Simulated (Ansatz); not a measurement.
Sn3Bi2. The state is a quintet with charge 0. Geometry PBE-D4/def2-SVP; atoms count from 1.

```xyz
5

Bi   -0.872    0.715    1.341
Bi    1.100   -1.306    0.391
Sn   -2.074   -1.836   -0.401
Sn   -0.217    0.563   -1.649
Sn    2.063    1.864    0.318
```

In the def2 sets Bi, Sn take a core potential; there is no spin–orbit coupling. At PBE0-D4/def2-TZVP a singlet of charge 0 lies 3.62 eV below the quintet, each at its own geometry. The structure comes from a short search, and lower isomers may exist.

(1) Estimate the Mulliken populations from the PBE0/def2-TZVP orbitals of Ansatz.

(2) Where does the spin sit?

(3) And the Mayer bond orders between bonded heavy atoms (over 0.3)?

## Answers

(1) 
```tsv
atom	charge (e)	spin (α − β)
Bi1	0.05	0.29
Bi2	0.05	0.29
Sn3	-0.09	1.53
Sn4	0.09	0.37
Sn5	-0.09	1.53
```
Mulliken values and Mayer orders depend strongly on the basis.

(2) Summed by element: Bi 0.57, Sn 3.43, of 4 unpaired in all. Largest on single atoms: Sn3 1.53, Sn5 1.53, Sn4 0.37.

(3) Bi1–Bi2 1.08 (2.98 Å); Bi1–Sn3 0.47 (3.31 Å); Bi1–Sn4 0.86 (3.06 Å); Bi1–Sn5 0.47 (3.31 Å); Bi2–Sn3 0.47 (3.31 Å); Bi2–Sn4 0.86 (3.06 Å); Bi2–Sn5 0.47 (3.31 Å); Sn3–Sn4 0.39 (3.28 Å); Sn4–Sn5 0.39 (3.28 Å). Values over 0.3 also appear between atoms too far apart for a bond (Sn3–Sn5 0.33 at 5.60 Å); they arise where an orbital or an unpaired electron spreads over both atoms.
